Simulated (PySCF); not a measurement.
C2H5FSi2, SMILES F[Si@@H]([SiH3])C#C. Heavy atoms are numbered as in [CH:1]#[C:2][Si@@H:3]([F:4])[SiH3:5]. Hydrogens are named by the atom that carries them.

The structure is a stationary point at B3LYP-D3(BJ)/def2-SVP. The structure was generated by enumeration; whether it is a known compound was not checked.

Calculation: KT2/pcSseg-1 in PySCF.

GIAO shieldings, no solvent; atoms alike by connectivity are averaged. δ = σ(ref) − σ: ¹³C against TMS (σ = 185.1 ppm); ²⁹Si against TMS (σ = 361.9 ppm); ¹⁹F against CFCl3 (σ = 127.1 ppm); ¹H against TMS (σ = 31.47 ppm), references at their B3LYP-D3(BJ)/def2-TZVP geometries, non-relativistic.

| nucleus | atoms | count | δ (ppm) |
|---|---|---|---|
| ¹³C | C1 (CH) | 1 | 102.1 |
| ¹³C | C2 | 1 | 80.5 |
| ²⁹Si | Si3 (SiH) | 1 | -6.4 |
| ²⁹Si | Si5 (SiH3) | 1 | -106.5 |
| ¹⁹F | F4 | 1 | -248.3 |
| ¹H | H on Si3 | 1 | 6.07 |
| ¹H | H on Si5 | 3 | 3.78 |
| ¹H | H on C1 | 1 | 3.36 |
